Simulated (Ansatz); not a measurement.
Mulliken charges of `[SiH3][Se]BCl` from PBE/def2-TZVPP in Ansatz (PBE0-D4/def2-TZVP geometry).

```json
{"atom": "Si1", "x (Å)": "-0.946", "y (Å)": "0.860", "z (Å)": "-0.614", "charge (e)": "0.173"}
{"atom": "Se2", "x (Å)": "0.048", "y (Å)": "0.417", "z (Å)": "1.406", "charge (e)": "-0.025"}
{"atom": "B3", "x (Å)": "1.146", "y (Å)": "-1.020", "z (Å)": "0.757", "charge (e)": "0.015"}
{"atom": "Cl4", "x (Å)": "2.216", "y (Å)": "-1.851", "z (Å)": "1.853", "charge (e)": "-0.097"}
{"atom": "H5", "x (Å)": "-1.686", "y (Å)": "-0.333", "z (Å)": "-1.091", "charge (e)": "-0.027"}
{"atom": "H6", "x (Å)": "-1.884", "y (Å)": "1.982", "z (Å)": "-0.374", "charge (e)": "-0.036"}
{"atom": "H7", "x (Å)": "0.078", "y (Å)": "1.253", "z (Å)": "-1.611", "charge (e)": "-0.027"}
{"atom": "H8", "x (Å)": "1.119", "y (Å)": "-1.365", "z (Å)": "-0.382", "charge (e)": "0.024"}
```

Question: By hand: the dipole of these point charges (1 e Å = 4.8032 D).

Answer: Σ q r = (-0.225, 0.174, -0.233) e Å, of length 0.368 e Å = 1.77 D.

Question: How does the dipole of the full density compare? (An estimate is asked.)

Answer: Computed: (-0.172, 0.124, -0.204) e Å, 1.41 D; the point charges give 1.26 times that, at 5° from its direction.

Point charges leave out the atoms' own dipoles, such as those of lone pairs, and Mulliken's split depends on the basis, so the two needn't agree.
